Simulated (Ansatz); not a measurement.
Ansatz (a program for electronic structure) input (B3LYP/LANL2DZ): The .json file is the Basis Set Exchange's LANL2DZ.

Ansatz 0.2 input:
```yaml
crystal:
  periodic: [false, false, false]
  atoms:
    - {symbol: F, position_ang: [-1.74974500, -1.38873300, -0.39268600]}
    - {symbol: Si, position_ang: [-1.17669800, 0.06204500, 0.02162400]}
    - {symbol: Si, position_ang: [1.17669800, -0.06204500, -0.02162400]}
    - {symbol: F, position_ang: [1.74974500, 1.38873300, 0.39268600]}
    - {symbol: H, position_ang: [-1.68644900, 0.38737300, 1.37310900]}
    - {symbol: H, position_ang: [-1.69399800, 1.05344100, -0.94880400]}
    - {symbol: H, position_ang: [1.69399800, -1.05344100, 0.94880400]}
    - {symbol: H, position_ang: [1.68644900, -0.38737300, -1.37310900]}
basis:
  gaussian:
    orbitals: LANL2DZ.json
hamiltonian:
  xc: {name: B3LYP}
relax: {f_tol: 0.003, max_steps: 120}
```

From the output:

```
the calculation of the forces begins
reference -5712.33804225 eV, -209.9245510910 hartree; 15, 15 occupied and 27, 27 virtual orbitals, 516 factors
relax step   1: F+E_penalty+E_count = -5712.33780881 eV  Δ(F+E_penalty+E_count) = +0.000e0 eV  max|allowed force component| = 2.599e0 eV/Å  Δτ_max = 0.0000 Å  (22 SCF iters, accepted)
these checks for a lower state are left out or cut short: starts, cluster_reference, orbital_swaps, neighbouring_geometries, increment
integrals: 0.01 GiB planned
516 factors; integrals over basis functions are off by at most 2.4e-4 eV
mean field: 0.11 GiB planned
mean field evaluation 16: about -5712.4943 eV, gradient 2.4e-1 eV
mean field -5712.49437027 eV, -209.9302960396 hartree, gradient 1.3e-5 eV, S^2 0.000000; 0 other end points of the search recorded, 0 dependent functions left out
the calculation of the forces begins
reference -5712.49460316 eV, -209.9303045983 hartree; 15, 15 occupied and 27, 27 virtual orbitals, 516 factors
relax step   2: F+E_penalty+E_count = -5712.49437027 eV  Δ(F+E_penalty+E_count) = -1.566e-1 eV  max|allowed force component| = 1.553e0 eV/Å  Δτ_max = 0.0386 Å  (25 SCF iters, accepted)
these checks for a lower state are left out or cut short: starts, cluster_reference, orbital_swaps, neighbouring_geometries, increment
integrals: 0.01 GiB planned
516 factors; integrals over basis functions are off by at most 2.3e-4 eV
mean field: 0.11 GiB planned
mean field -5712.57874135 eV, -209.9333966198 hartree, gradient 1.9e-5 eV, S^2 0.000000; 0 other end points of the search recorded, 0 dependent functions left out
the calculation of the forces begins
reference -5712.57897313 eV, -209.9334051374 hartree; 15, 15 occupied and 27, 27 virtual orbitals, 516 factors
relax step   3: F+E_penalty+E_count = -5712.57874135 eV  Δ(F+E_penalty+E_count) = -8.437e-2 eV  max|allowed force component| = 1.692e-1 eV/Å  Δτ_max = 0.0443 Å  (24 SCF iters, accepted)
these checks for a lower state are left out or cut short: starts, cluster_reference, orbital_swaps, neighbouring_geometries, increment
integrals: 0.01 GiB planned
516 factors; integrals over basis functions are off by at most 2.3e-4 eV
mean field: 0.11 GiB planned
mean field evaluation 32: about -5712.5846 eV, gradient 2.6e-1 eV
mean field -5712.58467276 eV, -209.9336145948 hartree, gradient 1.7e-5 eV, S^2 0.000000; 0 other end points of the search recorded, 0 dependent functions left out
the calculation of the forces begins
reference -5712.58490492 eV, -209.9336231267 hartree; 15, 15 occupied and 27, 27 virtual orbitals, 516 factors
relax step   4: F+E_penalty+E_count = -5712.58467276 eV  Δ(F+E_penalty+E_count) = -5.931e-3 eV  max|allowed force component| = 2.248e-1 eV/Å  Δτ_max = 0.0200 Å  (25 SCF iters, accepted)
these checks for a lower state are left out or cut short: starts, cluster_reference, orbital_swaps, neighbouring_geometries, increment
integrals: 0.01 GiB planned
516 factors; integrals over basis functions are off by at most 2.3e-4 eV
mean field: 0.11 GiB planned
mean field -5712.58711746 eV, -209.9337044361 hartree, gradient 1.7e-5 eV, S^2 0.000000; 0 other end points of the search recorded, 0 dependent functions left out
the calculation of the forces begins
reference -5712.58734913 eV, -209.9337129498 hartree; 15, 15 occupied and 27, 27 virtual orbitals, 516 factors
relax step   5: F+E_penalty+E_count = -5712.58711746 eV  Δ(F+E_penalty+E_count) = -2.445e-3 eV  max|allowed force component| = 8.563e-2 eV/Å  Δτ_max = 0.0165 Å  (26 SCF iters, accepted)
these checks for a lower state are left out or cut short: starts, cluster_reference, orbital_swaps, neighbouring_geometries, increment
integrals: 0.01 GiB planned
516 factors; integrals over basis functions are off by at most 2.3e-4 eV
mean field: 0.11 GiB planned
mean field -5712.58885040 eV, -209.9337681203 hartree, gradient 1.8e-5 eV, S^2 0.000000; 0 other end points of the search recorded, 0 dependent functions left out
the calculation of the forces begins
reference -5712.58908283 eV, -209.9337766620 hartree; 15, 15 occupied and 27, 27 virtual orbitals, 516 factors
relax step   6: F+E_penalty+E_count = -5712.58885040 eV  Δ(F+E_penalty+E_count) = -1.733e-3 eV  max|allowed force component| = 1.440e-2 eV/Å  Δτ_max = 0.0175 Å  (26 SCF iters, accepted)
these checks for a lower state are left out or cut short: starts, cluster_reference, orbital_swaps, neighbouring_geometries, increment
integrals: 0.01 GiB planned
516 factors; integrals over basis functions are off by at most 2.3e-4 eV
mean field: 0.11 GiB planned
mean field -5712.58901404 eV, -209.9337741340 hartree, gradient 1.1e-5 eV, S^2 0.000000; 0 other end points of the search recorded, 0 dependent functions left out
the calculation of the forces begins
reference -5712.58924631 eV, -209.9337826697 hartree; 15, 15 occupied and 27, 27 virtual orbitals, 516 factors
relax step   7: F+E_penalty+E_count = -5712.58901404 eV  Δ(F+E_penalty+E_count) = -1.636e-4 eV  max|allowed force component| = 2.207e-3 eV/Å  Δτ_max = 0.0055 Å  (20 SCF iters, accepted)
integrals: 0.01 GiB planned
516 factors; integrals over basis functions are off by at most 2.3e-4 eV
mean field: 0.11 GiB planned
mean field evaluation 64: about -5701.6310 eV, gradient 8.2e1 eV
mean field -5712.58901404 eV, -209.9337741340 hartree, gradient 1.1e-5 eV, S^2 0.000000; 1 other end points of the search recorded, 0 dependent functions left out
the calculation of the forces begins
reference -5712.58924631 eV, -209.9337826697 hartree; 15, 15 occupied and 27, 27 virtual orbitals, 516 factors
Total energy: -5712.58924631 eV, -209.9337826697 hartree
Atom 0 at    -1.764457    -1.456047    -0.411948 Å, force    -0.000223    -0.000181    -0.000051 eV/Å
Atom 1 at    -1.172747     0.085217     0.028258 Å, force    -0.002207    -0.000574    -0.000157 eV/Å
Atom 2 at     1.172747    -0.085217    -0.028258 Å, force     0.002207     0.000574     0.000157 eV/Å
Atom 3 at     1.764457     1.456047     0.411948 Å, force     0.000223     0.000181     0.000051 eV/Å
Atom 4 at    -1.673828     0.400234     1.385028 Å, force     0.000557     0.000031    -0.000068 eV/Å
Atom 5 at    -1.681427     1.070687    -0.952169 Å, force     0.000557    -0.000009     0.000071 eV/Å
Atom 6 at     1.681427    -1.070687     0.952169 Å, force    -0.000557     0.000009    -0.000071 eV/Å
Atom 7 at     1.673828    -0.400234    -1.385028 Å, force    -0.000557    -0.000031     0.000068 eV/Å
Dipole moment:    -0.000000    -0.000000    -0.000000 e Å
```

The geometry given is a B3LYP-D3(BJ)/def2-TZVP minimum.
